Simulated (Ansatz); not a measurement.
The lowest singlet and triplet of H2Sn (SMILES [SnH2]); geometries from B3LYP-D3(BJ)/def2-TZVP, each state relaxed from the structure named, with no frequency check.
Singlet (charge 0, multiplicity 1):
```
atom    x (Å)    y (Å)   z (Å)
----  -------  -------  ------
Sn    -0.0001   0.0482  0.0000
H     -1.2620  -1.2082  0.0000
H      1.2686  -1.2013  0.0000
```
Triplet (charge 0, multiplicity 3):
```xyz
3

Sn    -0.00009     0.03367     0.00000
H     -1.48727    -0.84553     0.00000
H      1.49159    -0.83789     0.00000
```

A positive gap puts the triplet lower; no zero-point energy. R- takes a restricted singlet. U- takes an unrestricted singlet (broken symmetry where lower, unprojected). The triplet is unrestricted in single-reference levels. Active spaces average the two states.

Frozen-core correlation. Filled d and f shells under p-block atoms count as core.

Run with Ansatz (Gaussian basis) for Hartree–Fock, density functionals and correlated methods.  In def2 rows elements past Kr take small-core potentials, without spin–orbit coupling.

Task: Predict the gap E(singlet) − E(triplet), adiabatic from R-MP2/def2-SVP.

Result: -21.2 kcal/mol

Task: Estimate the gap E(singlet) − E(triplet), adiabatic that FIC-MRCISD+Q on SA-CASSCF(6,6)/def2-QZVPP returns for this input.

Result: -26.4 kcal/mol

Task: What gap E(singlet) − E(triplet), adiabatic does U-SCS-MP2/def2-SVP (spin-contaminated) give?

Result: -22.5 kcal/mol

Doubts at one or more of the structures used: a restricted determinant that unrestricted orbitals would lower (R-MP2/def2-SVP).

Ansatz is a quantum-chemistry and plane-wave program.
